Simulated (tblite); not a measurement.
Species: C₄H₁₁PSi.
Structure used (GFN2-xTB), in Å, numbered top down from 1:
```
atom  x, y, z in Å
P1     3.044   -0.959   -0.001
Si2    1.526    0.688   -0.063
C3    -0.124   -0.078   -0.607
C4    -0.900   -0.903    0.441
C5    -2.160   -0.079    0.145
C6    -1.331    0.872   -0.728
H7     2.542   -1.559    1.140
H8     3.977   -0.235    0.717
H9     1.988    1.675   -1.046
H10    1.339    1.364    1.231
H11    0.015   -0.652   -1.525
H12   -0.973   -1.970    0.237
H13   -0.535   -0.772    1.459
H14   -2.636    0.377    1.011
H15   -2.912   -0.631   -0.416
H16   -1.702    1.030   -1.738
H17   -1.165    1.844   -0.266
```

Calculated harmonic vibrations of the isolated species, GFN2-xTB (tblite), most abundant isotopes, no scaling. This tight-binding method is rough: wavenumbers can miss measured ones by several per cent, in bad cases by 10 to 20. Modes of hydrogen on phosphorus and silicon can be 10 to 20 % off. One conformer, not necessarily the lowest.

Harmonic wavenumbers (cm⁻¹): 34.9, 39.3, 88.2, 99.9, 238.8, 272.3, 423.5, 491.8, 537.2, 604.5, 644.3, 687.9, 716.2, 767.1, 779.4, 820.4, 825.2, 998.9, 1005.2, 1039.5, 1041.5, 1068.8, 1111.0, 1146.4, 1188.7, 1189.4, 1228.3, 1239.6, 1256.4, 1262.8, 1277.3, 1476.9, 1485.3, 1500.3, 2181.0, 2219.2, 2303.8, 2390.5, 2950.8, 2981.5, 2992.4, 3003.6, 3009.1, 3013.1, 3015.1.

A = 5395, B = 1099, C = 984.2 MHz; mass 118.037 u (most abundant isotopes); point group C1, symmetry number 1.

Q: What is the zero-point energy?

A: Half the sum of the wavenumbers: 29324 cm⁻¹ = 350.79 kJ/mol.

Q: What is S at 298.15 K and 1 bar for an ideal gas of classical rigid rotors and harmonic oscillators?

A: Translation 168.36, rotation 118.83, vibration 111.26: S = 398.4 J/(mol K).

Q: And Cp and H(298.15 K) − H(0)?

A: Cp = 138.89 J/(mol K), of which vibrations give 105.63 (their classical limit is 45 R = 374.2); H(298.15 K) − H(0) = 25.81 kJ/mol without the zero-point energy, 15.90 from vibrations.

Q: Blend soft modes into free rotors: weight 1/[1 + (100 cm⁻¹/ν̃)⁴] for the oscillator and the rest for a rotor with moment μB/(μ + B), μ = h/(8π²ν), B = 10⁻⁴⁴ kg m². What vibrational entropy results?

A: 95.29 J/(mol K) in place of 111.26, which changes −T·S at 298.15 K by +4.76 kJ/mol.

Q: How do the functions run with temperature in this model?

A: 
```
T (K)  S (J/(mol K))  Cp (J/(mol K))  H − H(0) (kJ/mol)  G − H(0) (kJ/mol)  ln q(vib)
  150          324.7            84.7               9.44             -39.26       3.68
  250          375.7           119.8              19.58             -74.34       5.93
  400          444.8           177.6              41.97            -135.94       9.16
  600          528.8           237.0              83.80            -233.46      13.46
  900          636.6           294.0             164.18            -408.79      19.67
```

q(vib) and H(0) count from the zero-point level.

Q: What must be added to the electronic energy to get the Gibbs energy at 298.15 K and 1 bar?

A: ZPE + [H(298.15 K) − H(0)] − T·S = 350.79 + 25.81 − 118.80 = 257.80 kJ/mol.

Q: Which modes carry the vibrational entropy at 298.15 K?

A: 34.9 cm⁻¹: 23.13; 39.3 cm⁻¹: 22.15; 88.2 cm⁻¹: 15.48; 99.9 cm⁻¹: 14.46; 238.8 cm⁻¹: 7.58; 272.3 cm⁻¹: 6.62 J/(mol K); the other 39 give 21.83 together.

Hindered rotation and anharmonicity are outside this model. Other conformers, if any are populated, would add a mixing term that is left out. The structure is chiral; the term R ln 2 for an equal mix with its mirror image is left out.
